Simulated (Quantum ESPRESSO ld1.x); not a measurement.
The numbers below are computed, except where a source is named.
Question: The mean radii <r> (bohr) of the occupied orbitals of an atom or ion are listed with their occupations. Code: ld1.x of Quantum ESPRESSO 7.5. Model: scalar-relativistic Kohn-Sham, LDA (Slater exchange, VWN5 correlation), spin-unpolarised, spherical densities, point nucleus.

orbital  occ.      <r>
1s          2  0.04154
2s          2   0.1833
2p          6   0.1598
3s          2   0.4956
3p          6   0.4927
3d          4   0.4619
6d          1    3.112

Name the element and its charge.

Answer: Z = 36, krypton, charge +13: Kr13+ in [Ar] 3d4 6d1. The 1s radius gives Z: for a bare nucleus <r> = (2 gamma + 1)/(2Z) with gamma = sqrt(1 - (Z/c)^2), 0.04069 bohr for Z = 36, and screening makes it slightly larger (0.04154 here). The occupations add up to 23, and the charge is Z minus that.
